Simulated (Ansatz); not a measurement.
```
atom   x (Å)   y (Å)    z (Å)
  Si  0.0000  0.0000  -0.8607
   O  0.0000  0.0000   0.8607
```

Basis set: 6-31G (spherical functions). Frozen core: 6 orbitals. Charge 0, multiplicity 1.

Computed with Ansatz (development build ahead of 0.2.0); the reference of a correlated method needn't be the lowest determinant of its kind. Restricted open shells among the atoms or ions are ROHF, correlated in semicanonical orbitals with singles.

(1) Give the atomization energy at this shape (free ground-state atoms in the same class of orbitals less the molecule, no zero-point energy) of singlet SiO by RHF-CCSD(T), UHF-CCSD(T).

Answers

(1)

```tsv
method	atomization energy
RHF-CCSD(T)	564.6 kJ/mol
UHF-CCSD(T)	552.8 kJ/mol
```

Caution: the shape is not the minimum. Caution for UHF-CCSD(T): another reference gives a lower total; the program doubts this total.

This basis has no polarisation functions and is too small for such energies, which can lie far from measured ones in either direction.
